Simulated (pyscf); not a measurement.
HO–B(F)–Cl, singlet

Gas-phase minimum from PySCF at ωB97X-D3(BJ)/def2-SVP, one conformer. 

```
B
F 1 1.3322
O 1 1.3451 2 121.19
H 3 0.9655 1 112.75 2 0.04
Cl 1 1.7550 2 118.88 3 -179.92
```

Properties at ωB97X-D3(BJ)/def2-SVP:

| Quantity | Result |
|---|---|
| Harmonic wavenumbers, unscaled | 348, 414, 516, 633, 686, 999, 1298, 1478, 3898 cm⁻¹ |
| Zero-point energy | 14.7 kcal/mol |
| Rotational symmetry number | 1 |
| Entropy of this conformer at 298 K and 1 atm, rigid rotor and harmonic oscillator, modes under 100 cm⁻¹ raised to 100 | 283.9 J/(mol K) |
| Dipole moment | 2.10 D |

Single-point totals, which compare only within one level (frozen core for MP2 and CC):

| level | total energy (hartree) |
|---|---|
| ωB97X-D3(BJ)/def2-TZVP | -661.01768 |
| PBE/def2-TZVP | -660.57889 |
| r²SCAN/def2-TZVP | -660.85824 |
| B3LYP-D3(BJ)/def2-TZVP | -661.00423 |
| PBE0-D3(BJ)/def2-TZVP | -660.62234 |
| M06-2X/def2-TZVP | -660.89917 |
| ωB97M-D3(BJ)/def2-TZVP | -661.07610 |
| HF/def2-TZVPP | -659.33775 |
| MP2/def2-TZVPP | -660.10608 |
| CCSD/def2-TZVPP | -660.12538 |
| CCSD(T)/def2-TZVPP | -660.15359 |

The CCSD(T) − MP2 part came from Ansatz, without density fitting, on the same reference.
